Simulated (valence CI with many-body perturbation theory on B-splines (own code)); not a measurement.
Sb: electric-dipole lines

Calculated by valence CI with perturbative core correlation (CI+MBPT): five valence electrons over a frozen Dirac-Fock core [Kr] 4d10, radial functions for each j: 10 s, 10 p, 9 d, 7 f, 4 g, 2 h, with the one-electron correlation potential Σ1, the two-electron term Σ2, the three-electron term Σ3, Breit, model QED; selected CI, second order for the rest, scaled by the run's own slope (own B-spline code, finite nucleus).

Against 19 measured levels this calculation errs by 64 cm⁻¹ on average and by 178 at most. These come from a selection out of the NIST Handbook of Basic Atomic Spectroscopic Data. Levels without a partner in it may be off by more. Among the levels kept, up to 870 cm⁻¹ of a level comes from second order outside the variational space, and about a tenth of that is noise between levels of different J, which matters for small intervals.

Lines 1 to 50 of 235 in falling wavelength, among levels below 7.780 eV, chosen from the strongest by gf and those to the six lowest levels. Wavelengths and rates use the calculated energies, so an error of 60 cm⁻¹ moves a line at 49050 Å by 2.9 % and its rate by three times that or more. Electric multipoles are in the length gauge, E1 and E2 with the static RPA response of the core. Weak lines are less certain than strong ones. Lines between different terms over intervals too small for the method are left out, as are lines whose strength nearly cancels. The highest levels of a list are the least certain.

Names give the largest LS component (configuration and term), which can be under half, so a name can repeat, a term be missing and a line seem to break the LS rules; names also repeat where a configuration has a term twice. Letters in brackets count levels of one name in rising energy.

| λ vac (Å) | Upper | Lower | A (s⁻¹) | S (a.u.) |
| --- | --- | --- | --- | --- |
| 49050 | 5s2 5p2 7p 4D°_3/2 | 5s2 5p2 5d 4D_5/2 | 6.32e+04 | 1.47e+01 |
| 48710 | 4f 5s2 5p2 4G°_5/2 | 5s2 5p2 5d 2D_5/2 [a] | 5.22e+04 | 1.78e+01 |
| 48630 | 4f 5s2 5p2 2G°_7/2 | 5s2 5p2 5d 2D_5/2 [a] | 7.04e+05 | 3.20e+02 |
| 46960 | 5s2 5p2 5d 2F_5/2 | 5s2 5p2 6p 4D°_3/2 [b] | 2.01e+05 | 6.16e+01 |
| 45760 | 5s2 5p2 6p 4D°_1/2 | 5s2 5p2 6s 2P_3/2 | 6.48e+04 | 6.12e+00 |
| 43840 | 5s2 5p2 5d 2F_7/2 | 5s2 5p2 6p 2D°_5/2 [b] | 5.97e+05 | 1.99e+02 |
| 43310 | 5s2 5p2 5d 2D_5/2 [a] | 5s2 5p2 6p 4S°_3/2 | 8.15e+04 | 1.96e+01 |
| 42230 | 5s2 5p2 7s 4P_1/2 [a] | 5s2 5p2 6p 4D°_3/2 [b] | 1.02e+05 | 7.57e+00 |
| 41050 | 5s2 5p2 5d 4P_1/2 | 5s2 5p2 6p 2S°_1/2 | 1.03e+05 | 7.00e+00 |
| 40300 | 5s2 5p2 5d 4F_5/2 | 5s2 5p2 6p 4D°_3/2 [a] | 1.95e+05 | 3.78e+01 |
| 39900 | 5s2 5p2 5d 2P_3/2 | 5s2 5p2 6p 2S°_1/2 | 1.21e+05 | 1.52e+01 |
| 39270 | 5s2 5p2 6p 2P°_1/2 | 5s2 5p2 5d 4P_3/2 | 7.71e+04 | 4.61e+00 |
| 39030 | 5s2 5p2 7p 4D°_1/2 | 5s2 5p2 7s 4P_1/2 [b] | 1.29e+06 | 7.59e+01 |
| 36960 | 5s2 5p2 5d 4D_3/2 | 5s2 5p2 6p 4P°_1/2 | 2.25e+05 | 2.25e+01 |
| 36080 | 5s2 5p2 5d 2D_5/2 [b] | 5s2 5p2 6p 2D°_5/2 [b] | 1.59e+05 | 2.21e+01 |
| 35940 | 5s2 5p2 7p 4D°_3/2 | 5s2 5p2 7s 4P_1/2 [b] | 1.59e+06 | 1.46e+02 |
| 35300 | 5s2 5p2 5d 2D_5/2 [a] | 5s2 5p2 6p 4D°_7/2 | 4.91e+04 | 6.40e+00 |
| 35210 | 5s2 5p2 5d 4D_3/2 | 5s2 5p2 6p 2D°_3/2 | 6.58e+04 | 5.67e+00 |
| 33850 | 5s2 5p2 5d 4D_5/2 | 5s2 5p2 6p 2D°_3/2 | 4.35e+05 | 5.00e+01 |
| 33660 | 5s2 5p2 5d 2D_5/2 [a] | 5s2 5p2 6p 2D°_5/2 [a] | 2.40e+05 | 2.72e+01 |
| 33400 | 5s2 5p2 5d 2D_3/2 [b] | 5s2 5p2 6p 2D°_5/2 [b] | 5.37e+04 | 3.95e+00 |
| 33080 | 5s2 5p2 5d 2D_5/2 [b] | 5s2 5p2 6p 2P°_3/2 | 3.14e+05 | 3.36e+01 |
| 32030 | 5s2 5p2 7p 4D°_1/2 | 5s2 5p2 7s 4P_1/2 [a] | 1.24e+06 | 4.04e+01 |
| 31540 | 5s2 5p2 5d 2D_3/2 [b] | 5s2 5p2 6p 2P°_1/2 | 1.33e+05 | 8.24e+00 |
| 31470 | 5s2 5p2 6s 2D_5/2 | 5s2 5p2 6p 4D°_3/2 [a] | 7.06e+04 | 6.52e+00 |
| 30810 | 5s2 5p2 5d 2D_3/2 [b] | 5s2 5p2 6p 2P°_3/2 | 2.89e+05 | 1.67e+01 |
| 30250 | 5s2 5p2 6p 2P°_3/2 | 5s2 5p2 6s 2D_3/2 | 1.80e+05 | 9.81e+00 |
| 30120 | 5s2 5p2 7s 4P_1/2 [a] | 5s2 5p2 6p 2S°_1/2 | 1.68e+05 | 4.52e+00 |
| 29920 | 5s2 5p2 7p 4D°_3/2 | 5s2 5p2 7s 4P_1/2 [a] | 1.65e+06 | 8.72e+01 |
| 28110 | 5s2 5p2 5d 4D_3/2 | 5s2 5p2 6p 4D°_3/2 [b] | 2.64e+05 | 1.16e+01 |
| 28060 | 5s2 5p2 5d 2F_7/2 | 5s2 5p2 6p 4D°_7/2 | 1.46e+05 | 1.27e+01 |
| 28020 | 5s2 5p2 5d 4D_5/2 | 5s2 5p2 6p 4D°_5/2 | 1.64e+05 | 1.07e+01 |
| 27930 | 5s2 5p2 7p 4D°_3/2 | 5s2 5p2 5d 2F_5/2 | 1.87e+05 | 8.06e+00 |
| 27620 | 5s 5p4 4P_5/2 | 5s2 5p2 6p 2D°_5/2 [b] | 8.66e+04 | 5.40e+00 |
| 27540 | 4f 5s2 5p2 2G°_7/2 | 5s2 5p2 5d 4D_5/2 | 4.86e+05 | 4.01e+01 |
| 27240 | 5s2 5p2 5d 4D_5/2 | 5s2 5p2 6p 4D°_3/2 [b] | 8.78e+04 | 5.25e+00 |
| 27170 | 5s2 5p2 5d 4D_7/2 | 5s2 5p2 6p 4D°_5/2 | 4.16e+04 | 3.30e+00 |
| 27010 | 5s2 5p2 5d 2F_7/2 | 5s2 5p2 6p 2D°_5/2 [a] | 1.44e+05 | 1.12e+01 |
| 26720 | 4f 5s2 5p2 4G°_5/2 | 5s2 5p2 5d 4D_3/2 | 1.35e+05 | 7.65e+00 |
| 25820 | 5s 5p4 4P_5/2 | 5s2 5p2 6p 2P°_3/2 | 1.53e+05 | 7.82e+00 |
| 25780 | 5s2 5p2 5d 2P_1/2 | 5s2 5p2 6p 2D°_3/2 | 5.65e+05 | 9.55e+00 |
| 22830 | 5s 5p4 4P_5/2 | 5s2 5p2 6p 4S°_3/2 | 2.54e+05 | 8.95e+00 |
| 22650 | 5s2 5p2 5d 2D_3/2 [b] | 5s2 5p2 6p 2D°_5/2 [a] | 2.57e+05 | 5.91e+00 |
| 21450 | 5s2 5p2 5d 2F_5/2 | 5s2 5p2 6p 4D°_3/2 [a] | 3.62e+05 | 1.06e+01 |
| 21310 | 5s2 5p2 5d 2D_3/2 [a] | 5s2 5p2 6p 2D°_3/2 | 5.16e+05 | 9.86e+00 |
| 21310 | 5s2 5p2 6p 2S°_1/2 | 5s2 5p2 6s 2P_3/2 | 8.91e+05 | 8.50e+00 |
| 20410 | 5s2 5p2 7s 4P_1/2 [a] | 5s2 5p2 6p 4D°_3/2 [a] | 2.82e+06 | 2.37e+01 |
| 20410 | 5s2 5p2 7s 4P_3/2 | 5s2 5p2 6p 4P°_1/2 | 8.67e+05 | 1.45e+01 |
| 20390 | 5s 5p4 4P_5/2 | 5s2 5p2 6p 4D°_7/2 | 1.69e+05 | 4.24e+00 |
| 19860 | 5s2 5p2 7s 4P_3/2 | 5s2 5p2 6p 2D°_3/2 | 9.00e+05 | 1.39e+01 |
